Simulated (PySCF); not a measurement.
C₅H₆, charge -1, doublet (typed; the unrestricted solution is spin-contaminated), geometry from GFN2-xTB (a state made from the parent by changing its charge; the spin is typed, not shown lowest) (in this run its highest filled SCF level lies above zero, so its values depend strongly on the basis, on diffuse functions most of all); PySCF with CCSD(T)/STO-3G.

Here is a job for PySCF.
```python
from pyscf import gto, scf, cc

mol = gto.Mole()
mol.atom = '''
    C    -0.990146    0.717108   -0.179866
    C     0.333254    1.144200   -0.138353
    C     1.229357   -0.030008    0.099822
    C     0.250729   -1.158455    0.185771
    C    -1.039772   -0.667558    0.015041
    H    -1.850240    1.361268   -0.339157
    H     0.697339    2.157593   -0.255533
    H     1.859936    0.078021    1.027840
    H     1.995329   -0.172127   -0.714799
    H     0.541602   -2.187835    0.356133
    H    -1.944494   -1.268640    0.031031
'''
mol.basis = 'sto-3g'
mol.charge = -1
mol.spin = 1
mol.verbose = 4
mol.build()

mf = scf.UHF(mol)
mf.kernel()

mycc = cc.CCSD(mf, frozen=5)
mycc.kernel()
et = mycc.ccsd_t()
print('E(CCSD(T)) = %.10f' % (mycc.e_tot + et))
```

The log (banner, timings and long lists left out):

```
PySCF version 2.14.0

[INPUT] verbose = 4
[INPUT] num. atoms = 11
[INPUT] num. electrons = 37
[INPUT] charge = -1
[INPUT] spin (= nelec alpha-beta = 2S) = 1
[INPUT] symmetry False subgroup None
[INPUT] Mole.unit = angstrom
[INPUT] Symbol           X                Y                Z      unit          X                Y                Z       unit  Magmom
[...]
nuclear repulsion = 156.185313098956
number of shells = 21
number of NR pGTOs = 93
number of NR cGTOs = 31
basis = sto-3g
ecp = {}

******** <class 'pyscf.scf.uhf.UHF'> ********
method = UHF
initial guess = minao
damping factor = 0
level_shift factor = 0
DIIS = <class 'pyscf.scf.diis.CDIIS'>
diis_start_cycle = 1
diis_space = 8
diis_damp = 0
SCF conv_tol = 1e-09
SCF conv_tol_grad = None
SCF max_cycles = 50
direct_scf = True
direct_scf_tol = 1e-13
number electrons alpha = 19  beta = 18
Set gradient conv threshold to 3.16228e-05
init E= -191.75439095727

cycle= 1 E= -190.168776026863  delta_E= 1.59  |g|= 0.288  |ddm|= 3.17
cycle= 2 E= -190.234407051036  delta_E= -0.0656  |g|= 0.0645  |ddm|= 0.506
cycle= 3 E= -190.240305004189  delta_E= -0.0059  |g|= 0.0338  |ddm|= 0.135
cycle= 4 E= -190.243271757241  delta_E= -0.00297  |g|= 0.024  |ddm|= 0.0977
cycle= 5 E= -190.244981211177  delta_E= -0.00171  |g|= 0.0161  |ddm|= 0.0778
cycle= 6 E= -190.246423174846  delta_E= -0.00144  |g|= 0.00527  |ddm|= 0.146
cycle= 7 E= -190.246456055452  delta_E= -3.29e-05  |g|= 0.00161  |ddm|= 0.0122
cycle= 8 E= -190.246465071601  delta_E= -9.02e-06  |g|= 0.000374  |ddm|= 0.0103
cycle= 9 E= -190.246465336063  delta_E= -2.64e-07  |g|= 0.000166  |ddm|= 0.00215
cycle= 10 E= -190.246465396568  delta_E= -6.05e-08  |g|= 4.92e-05  |ddm|= 0.000893
cycle= 11 E= -190.246465401503  delta_E= -4.94e-09  |g|= 1.01e-05  |ddm|= 0.000263
cycle= 12 E= -190.246465401748  delta_E= -2.44e-10  |g|= 2.88e-06  |ddm|= 5.91e-05
Extra cycle  E= -190.24646540176  delta_E= -1.25e-11  |g|= 1.75e-06  |ddm|= 5.08e-06
converged SCF energy = -190.24646540176  <S^2> = 0.91862701  2S+1 = 2.1620611

******** <class 'pyscf.cc.uccsd.UCCSD'> ********
CC2 = 0
CCSD nocc = (np.int64(14), np.int64(13)), nmo = (26, 26)
frozen orbitals 5
max_cycle = 50
direct = 0
conv_tol = 1e-07
conv_tol_normt = 1e-06
diis_space = 6
diis_start_cycle = 0
diis_start_energy_diff = 1e+09
Init t2, MP2 energy = -0.246200567658758
Init E_corr(UCCSD) = -0.246200567661837
cycle = 1  E_corr(UCCSD) = -0.29033047473389  dE = -0.0441299071  norm(t1,t2) = 0.096989
cycle = 2  E_corr(UCCSD) = -0.30522153635331  dE = -0.0148910616  norm(t1,t2) = 0.0483326
cycle = 3  E_corr(UCCSD) = -0.318706745436285  dE = -0.0134852091  norm(t1,t2) = 0.0305078
cycle = 4  E_corr(UCCSD) = -0.318518966438849  dE = 0.000187778997  norm(t1,t2) = 0.0106193
cycle = 5  E_corr(UCCSD) = -0.318515342651571  dE = 3.62378728e-06  norm(t1,t2) = 0.00361595
cycle = 6  E_corr(UCCSD) = -0.318556110726362  dE = -4.07680748e-05  norm(t1,t2) = 0.00143427
cycle = 7  E_corr(UCCSD) = -0.318545789191601  dE = 1.03215348e-05  norm(t1,t2) = 0.000393526
cycle = 8  E_corr(UCCSD) = -0.318560737255223  dE = -1.49480636e-05  norm(t1,t2) = 0.000128219
cycle = 9  E_corr(UCCSD) = -0.318563860700546  dE = -3.12344532e-06  norm(t1,t2) = 4.67348e-05
cycle = 10  E_corr(UCCSD) = -0.318563843933528  dE = 1.67670177e-08  norm(t1,t2) = 1.86062e-05
cycle = 11  E_corr(UCCSD) = -0.318562256558391  dE = 1.58737514e-06  norm(t1,t2) = 7.72016e-06
cycle = 12  E_corr(UCCSD) = -0.318561879746951  dE = 3.7681144e-07  norm(t1,t2) = 2.45998e-06
cycle = 13  E_corr(UCCSD) = -0.318561883658698  dE = -3.91174731e-09  norm(t1,t2) = 1.15896e-06
cycle = 14  E_corr(UCCSD) = -0.318561954226131  dE = -7.05674331e-08  norm(t1,t2) = 5.63691e-07
UCCSD converged
E(UCCSD) = -190.5650273559865  E_corr = -0.3185619542261314
UCCSD(T) correction = -0.00572156773926326
E(CCSD(T)) = -190.5707489237
```
